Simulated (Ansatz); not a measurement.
```xyz
2

Cu    0.0001    0.0465    0.0862
H    -0.0836   -0.0286    1.2758
```

Basis set: 6-31G (spherical functions). Frozen core: 5 orbitals. Charge 0, multiplicity 1.

Computed with Ansatz (development build ahead of 0.2.0); each method stands on the lowest determinant of its kind that the runs found. Restricted open shells among the atoms or ions are ROHF, correlated in semicanonical orbitals with singles.

The atomization energy at this shape (free ground-state atoms in the same class of orbitals less the molecule, no zero-point energy) of singlet CuH:

```csv
method,atomization energy
RHF-MP2,42.03 kcal/mol
```

Q: What does RHF give?

A: -20.28 kcal/mol. Caution: the shape is not the minimum.

This basis has no polarisation functions and is too small for such energies, which can lie far from measured ones in either direction.
